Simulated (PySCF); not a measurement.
Vibration and rotation of InP

PBE0 constants of InP, ³Σ⁻ (triplet), unpaired electrons π ↑↑ (In cc-pVTZ-PP with ECP28, P cc-pV(T+d)Z; scalar-relativistic core potentials (PySCF 2.14); masses 114.9039 and 30.9738 u):

```
ωe           : 255.9 cm⁻¹
ωexe         : 0.818 cm⁻¹
Be           : 0.098485 cm⁻¹
αe           : 0.000470 cm⁻¹
De to In + P : 1.96 eV
```

What force constant and bond length do these constants imply?

Reduced mass μred = 24.397 u; k = 5.8918×10⁻⁷·μred·ωe² (u, cm⁻¹, mdyn/Å) = 0.941 mdyn/Å; Re = √(16.8576/(μred·Be)) (u, cm⁻¹, Å) = 2.649 Å.

Estimate the centrifugal constant D from the Kratzer relation and find the Dunham coefficient a1.

D = 4Be³/ωe² = 5.83e-08 cm⁻¹; a1 = −1 − αeωe/(6Be²) = -3.07.

These are scalar-relativistic numbers at best; spin–orbit coupling would shift them, the dissociation energy most. The state is the lowest determinant that a PBE0 search found; another state may lie lower at other levels.
